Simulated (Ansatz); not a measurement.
`B[CH2][Zn][NH2]`. Charge 0, multiplicity 1.

```xyz
10

B    -0.2181   -1.6721    0.5110
C    -1.2669   -0.6041    0.4257
Zn    0.1100    0.6784   -0.2115
N     1.1487    2.0442   -0.8045
H     0.4453   -1.8043    1.5052
H     0.0491   -2.3486   -0.4465
H    -1.9968   -0.6055   -0.3865
H    -1.6488   -0.1265    1.3303
H     1.5348    1.9996   -1.7361
H     1.8427    2.4388   -0.1870
```

(1) What are the harmonic wavenumbers in cm⁻¹ at PBE0-D4/def2-TZVP (Ansatz, finite differences of forces, unscaled)? (Estimate.)

(2) Is this a minimum?

(3) Give the ideal-gas thermochemistry at 298.15 K and 1 bar (rigid rotor, harmonic oscillator; point group Cs, symmetry number 1).

(4) And at 400, 500, 600, 800 and 1000 K?

(5) Rotational constants (cm⁻¹)?

## Answers

(1) Ansatz gave: 84, 122, 134, 155, 331, 339, 465, 649, 682, 712, 898, 916, 981, 1062, 1087, 1263, 1443, 1559, 2540, 2606, 3080, 3149, 3575, 3669.

(2) Yes, all 24 modes are real.

(3) Zero-point energy 188.4 kJ/mol; H(298) − E = 209.8 kJ/mol; entropy 344.4 J/(mol·K), of which translation 167.3, rotation 105.3, vibration 71.8; G(298) − E = 107.1 kJ/mol. Modes under 100 cm⁻¹ are hindered rotations or soft bends, so the harmonic entropy is rough.

(4) 
```
T (K)  H − E (kJ/mol)  S (J/mol/K)  G − E (kJ/mol)
  400           221.4        377.9            70.3
  500           234.5        406.9            31.0
  600           248.8        432.9           -11.0
  800           280.3        478.2          -102.2
 1000           314.9        516.7          -201.8
```

(5) 0.6645, 0.09591, 0.08835.
